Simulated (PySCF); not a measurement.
## Heteronuclear NMR

Numbering as in the mapped SMILES `[CH3:1][N:2]([CH3:3])[Si:4]([CH3:5])([CH3:6])[N:7]([CH3:8])[CH3:9]`. Hydrogens are named by the atom that carries them.

- structure optimised with GFN2-xTB
- NMR shieldings at PBE0/pcSseg-1/GIAO
- program: PySCF 2.14.0 with density-fitted response routines
- one conformer, rapidly exchanging positions averaged, gas phase, relativity neglected

(1) Where does ²⁹Si resonate?

(2) Where does ¹⁵N resonate?

Answers

(1) 
| atoms | environment | σ (ppm) | δ (ppm) |
| --- | --- | --- | --- |
| Si4 | silicon bonded to 2 C, 2 N | 351.2 | -8.7 |

Shieldings were converted by a linear fit to measured shifts: ²⁹Si: δ = 279.94 − 0.822σ (rms 8.9 ppm, 72 shifts, 25.8 ppm with the 6 outliers that the fit left out vs TMS, solution or neat liquid). Occasional misses reach two or three times the rms, and more in compound classes unlike the fitted ones.

On a 600 MHz spectrometer ²⁹Si resonates near 119.2 MHz, so 1 ppm is 119.2 Hz.

(2) 
```csv
atoms,environment,σ (ppm),δ (ppm)
N2/N7,"nitrogen bonded to 2 C, Si",241.0,-370.1
```

Shieldings were converted by a linear fit to measured shifts: ¹⁵N: δ = -148.07 − 0.921σ (rms 6.3 ppm, 71 shifts vs CH3NO2, solution or neat liquid). A few per cent of atoms miss by over 2 rms, more outside the fitted compound classes.

On a 500 MHz spectrometer ¹⁵N resonates near 50.7 MHz, so 1 ppm is 50.7 Hz.
